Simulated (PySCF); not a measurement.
Vertical excitations of a molecule CH8FNOSi2 from PySCF with TDA-PBE/def2-SVPD, as energy in eV (oscillator strength): 5.41 (0.012), 5.60 (0.015), 5.97 (0.027), 6.15 (0.013), 6.20 (0.032), 6.43 (0.033), 6.71 (0.027), 6.74 (0.009), 6.97 (0.066), 7.14 (0.014). Lowest triplet (TDA): 4.81 eV. The structure is a stationary point at PBE0-D3(BJ)/def2-SVP. The values are those of a single conformer.

### Question
Identify the compound among the candidates.
(A) O[SiH2]N[SiH2]CF
(B) N[Si@H](F)OC[SiH3]
(C) NC[SiH2]O[SiH2]F
(D) C[Si@@H](O)[Si@H](N)F

### Answer
D, C[Si@@H](O)[Si@H](N)F
